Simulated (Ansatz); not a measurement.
Reaction (formal exchange of groups at the Se–C bond): `CNC[SeH]` + `O[SiH3]` → `O[SiH2][SeH]` + `CNC`

Gas-phase electronic energies from Ansatz, PBE0-D4/def2-TZVP geometries. CBS: MP2 limit from def2 TZ/QZ plus the TZ coupled-cluster correction, frozen cores. DFT in def2-TZVPP. B3LYP here is the variant with VWN-RPA as its local correlation; programs differ in this. For Se outer-core shells are correlated without core-valence functions, which leaves a few kJ/mol of doubt a bond. Scalar relativity is left out up to krypton. Each species was taken in one conformer, which may not be the lowest.

`CNC[SeH]`:

Cartesian coordinates in Å:
```
C -0.869 -0.894 -1.016
N -0.411 0.370 -0.481
C 0.673 0.227 0.446
Se 1.298 2.021 0.945
H -1.717 -0.721 -1.682
H -1.175 -1.623 -0.248
H -0.071 -1.351 -1.608
H -1.170 0.881 -0.048
H 1.493 -0.299 -0.045
H 0.430 -0.305 1.377
H 1.519 1.695 2.360
```

`O[SiH3]`:

Z-matrix (Å, degrees):
```
Si
O 1 1.648
H 1 1.489 2 111.7
H 1 1.489 2 111.7 3 120.9
H 1 1.481 2 105.9 3 -119.6
H 2 0.957 1 117.9 3 -60.5
```

`O[SiH2][SeH]`:

Cartesian coordinates in Å:
```
O -0.453 1.559 -0.157
Si 0.341 0.150 -0.435
Se 0.606 -1.127 1.437
H -1.251 1.524 0.374
H -0.365 -0.695 -1.429
H 1.685 0.545 -0.905
H -0.562 -1.956 1.115
```

`CNC`:

Cartesian coordinates in Å:
```
C -0.870 -0.154 -0.824
N -0.299 -0.439 0.472
C 1.014 0.139 0.643
H -1.882 -0.562 -0.884
H -0.272 -0.641 -1.601
H -0.915 0.921 -1.069
H -0.918 -0.107 1.200
H 1.713 -0.332 -0.055
H 1.377 -0.054 1.654
H 1.052 1.228 0.463
```

```
             level  ΔE (kJ/mol)  difference from CCSD(T)/CBS
            PBE-D4       -115.3                         -0.8
         r2SCAN-D4       -118.7                         -4.2
           PBE0-D4       -118.0                         -3.5
          B3LYP-D4       -112.3                          2.2
           ωB97X-V       -112.8                          1.7
           ωB97M-V       -115.0                         -0.5
            B2PLYP       -112.4                          2.1
               PBE       -115.8                         -1.3
            r2SCAN       -119.0                         -4.5
              PBE0       -118.5                         -4.0
             B3LYP       -113.1                          1.4
     HF/def2-TZVPP       -114.6                         -0.1
    MP2/def2-TZVPP       -110.8                          3.7
SCS-MP2/def2-TZVPP       -107.3                          7.2
   CCSD/def2-TZVPP       -109.8                          4.7
CCSD(T)/def2-TZVPP       -108.8                          5.7
     HF/def2-QZVPP       -114.5                          0.0
    MP2/def2-QZVPP       -114.0                          0.5
SCS-MP2/def2-QZVPP       -110.3                          4.2
      HF/CBS(def2)       -114.5                          0.0
     MP2/CBS(def2)       -116.5                         -2.0
    CCSD/CBS(def2)       -115.5                         -1.0
       CCSD(T)/CBS       -114.5                            0
```

Largest T1 diagnostic among the species: 0.011.

In def2-TZVPP, CCSD(T) changes the Hartree–Fock value by +5.8 kJ/mol (the triples alone add +1.0 kJ/mol) and MP2 by +3.8 kJ/mol.
